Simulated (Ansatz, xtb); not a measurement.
**A geometry optimisation of ClH3InSi2 with r2SCAN-D4/def2-SVP**

The starting geometry of this gas-phase doublet was built from a drawn formula by distance geometry; its bonds are those of `[H]/[Si]=[Si](/Cl)[InH2]`.

```tsv
atom	x (Å)	y (Å)	z (Å)
Cl	1.5311	0.9277	2.8361
In	1.0970	0.6185	-1.0522
Si	-1.3130	-0.8929	1.6614
Si	0.4415	-0.0853	1.3614
H	-2.1074	-1.5757	0.6746
H	-0.4030	1.5624	-1.3708
H	1.3078	-0.5724	-2.0520
```

Problem. Predict what it relaxes into with r2SCAN-D4/def2-SVP.

Solution. A new bond forms, giving a structure given below by its coordinates. Distances that change by over a tenth: In2–Si4 (2.60 → 2.95 Å), In2–H7 (1.57 → 1.73 Å), Si3–Si4 (1.95 → 2.25 Å). Contacts that close: In2–Si3 (3.93 → 2.68 Å).

The energy falls by 2.13 eV over 42 steps:

```json
{"step": "1", "E − E(last) (eV)": "2.125"}
{"step": "6", "E − E(last) (eV)": "0.412"}
{"step": "10", "E − E(last) (eV)": "0.355"}
{"step": "15", "E − E(last) (eV)": "0.346"}
{"step": "19", "E − E(last) (eV)": "0.346"}
{"step": "24", "E − E(last) (eV)": "0.336"}
{"step": "28", "E − E(last) (eV)": "0.303"}
{"step": "33", "E − E(last) (eV)": "0.054"}
{"step": "37", "E − E(last) (eV)": "0.001"}
{"step": "42", "E − E(last) (eV)": "0.000"}
```

Final geometry (Å):

```yaml
atoms:
  - { symbol: Cl, position_ang: [0.8705, 1.7592, 2.6326] }
  - { symbol: In, position_ang: [0.2347, 0.2671, -0.9197] }
  - { symbol: Si, position_ang: [-1.3023, -0.7413, 1.0287] }
  - { symbol: Si, position_ang: [0.6815, -0.2139, 1.9612] }
  - { symbol: H, position_ang: [-0.9462, -2.1810, 0.6982] }
  - { symbol: H, position_ang: [1.2056, 1.6931, -0.9860] }
  - { symbol: H, position_ang: [-0.1897, -0.6009, -2.3566] }
```

From the same start GFN2-xTB ends elsewhere, differing in Cl1–In2 (2.61 against 3.91 Å here), In2–Si4 (3.63 against 2.95 Å here).

The end wasn't checked by frequencies. Open shells are spin-unrestricted. Atoms past krypton carry core potentials, without spin–orbit terms. Run with Ansatz 0.2.0, 2.8 min on 2 threads of Intel(R) Xeon(R) 6975P-C (Granite Rapids) (shared host).
